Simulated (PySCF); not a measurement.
FRb, charge -1, multiplicity 2. Atoms are numbered in the order given.

```xyz
2

Rb     0.0000     0.0000    -0.4841
F      0.0000     0.0000     1.9903
```
Charge -1, spin multiplicity 2.

Coordinates come from a B3LYP-D3(BJ)/def2-TZVPD optimisation. The spin state was assumed, not searched. The def2 effective core potentials stand for the cores of Rb; spin–orbit coupling is left out.

Calculation: ωB97X/def2-TZVPD (PySCF).

Mulliken values depend strongly on the basis, most of all with diffuse functions as here. ESP charges are fitted to the potential on shells at 1.4 to 2.0 van der Waals radii. Atomic charges (e):

```tsv
atom	Mulliken	ESP fit	Mulliken spin
Rb1	-0.03	-0.65	1.00
F2	-0.97	-0.35	0.00
```
